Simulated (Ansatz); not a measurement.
```yaml
crystal:
  periodic: [false, false, false]
  atoms:
    - {symbol: O, position_ang: [-0.049087, 1.506850, -0.899445]}
    - {symbol: C, position_ang: [0.446299, 1.289544, 0.225972]}
    - {symbol: C, position_ang: [0.311271, 0.012083, 0.717018]}
    - {symbol: Al, position_ang: [-0.483417, -1.330736, -0.208539]}
    - {symbol: H, position_ang: [-0.647688, 0.878079, -1.212991]}
    - {symbol: H, position_ang: [1.038080, 2.097199, 0.757382]}
    - {symbol: H, position_ang: [1.136008, -0.150541, 1.773595]}
    - {symbol: H, position_ang: [-1.333004, -0.963596, -1.505829]}
    - {symbol: H, position_ang: [-0.402486, -2.955503, 0.480365]}
basis:
  gaussian: {orbitals: cc-pVTZ-DK, final_grid: {core_spheres: 8, valence_spheres: 7, degree: 23}, nuclear_model: gaussian}
magnetization: {spin_polarized: true, initial_magnetization: 4}
hamiltonian: {xc: {name: wB97X}}
```

```sh
$ ansatz run in.yaml --threads 2 --pin off --events-out ev --progress --plain --max-ram 4352MiB
```

Shortened log:

```
Functional definition: wB97X
1072 factors; their error is unknown
273 factors; integrals over basis functions are off by at most 1.5e-5 eV
mean field evaluation 1: about -10793.5469 eV, gradient 3.4e1 eV
mean field evaluation 2: about -10781.9256 eV, gradient 5.2e1 eV
mean field evaluation 4: about -10800.4747 eV, gradient 4.3e0 eV
mean field evaluation 8: about -10801.3598 eV, gradient 1.4e0 eV
mean field evaluation 16: about -10801.7690 eV, gradient 9.8e-2 eV
mean field evaluation 32: about -10801.7992 eV, gradient 8.3e-5 eV
mean field -10801.79920397 eV, -396.9587990233 hartree, gradient 9.7e-6 eV, S^2 6.013090; 6 other end points of the search recorded, 0 dependent functions left out
reference -10801.79918651 eV, -396.9587983819 hartree; 21, 17 occupied and 173, 177 virtual orbitals, 1072 factors
Total energy: -10801.79918651 eV, -396.9587983819 hartree
Relativity: scalar
```

In this input the spin is set far too high for this molecule. Self-consistency was reached. The result belongs to that input, not to the molecule as meant.
